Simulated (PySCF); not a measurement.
A small calculation by hand: dipole moment from atomic charges

bromine monochloride (BrCl), SMILES ClBr. Atoms are numbered in the order given.

```xyz
2

Cl     0.0000     0.0000    -1.4574
Br     0.0000     0.0000     0.7079
```

Geometry: B3LYP-D3(BJ)/def2-TZVP.

Charges (e) from PBE/def2-TZVPD run with PySCF:

```tsv
atom	ESP fit	IAO
Cl1	-0.039	-0.089
Br2	0.039	0.089
```

The dipole moment of the full density is 0.46 D.

Problem. What dipole moment does each set of point charges give, and which comes closer to that of the density?

Solution. 
μ = Σ q r, and 1 e Å = 4.8032 D.
ESP fit: Σ q r = (0.000, 0.000, 0.084) e Å, |μ| = 0.41 D.
IAO: Σ q r = (0.000, 0.000, 0.193) e Å, |μ| = 0.93 D.
ESP fit comes closer in size. Point charges leave out the atoms' own dipoles (lone pairs, polarised bonds); fits to the potential absorb them, partitions of the density don't.
